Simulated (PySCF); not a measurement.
NbF6, SMILES [F][Nb-]([F])([F])([F])([F])[F], charge -1, multiplicity 1.

Geometry optimised at PBE-D3(BJ)/def2-SVPD. The multiplicity is an assumed one; no other spin state was optimised. The isomer is the one that the SMILES or the coordinates give; other isomers of the formula were not compared. The def2 effective core potentials stand for the cores of Nb; spin–orbit coupling is left out.

Computed with PBE/def2-SVPD (PySCF).

Task: Estimate the frontier levels, gap, dipole moment and polarisability. (Estimate from the structure and the level; the computed values follow.)

Result: 
highest occupied level: -4.49 eV
lowest empty level: 1.10 eV
orbital gap: 5.58 eV
dipole moment about the centre of nuclear charge: 0.00 D
mean static polarisability: 57.0 bohr³ (8.44 Å³)
polarisability, principal values: 57.0, 57.0, 57.0 bohr³
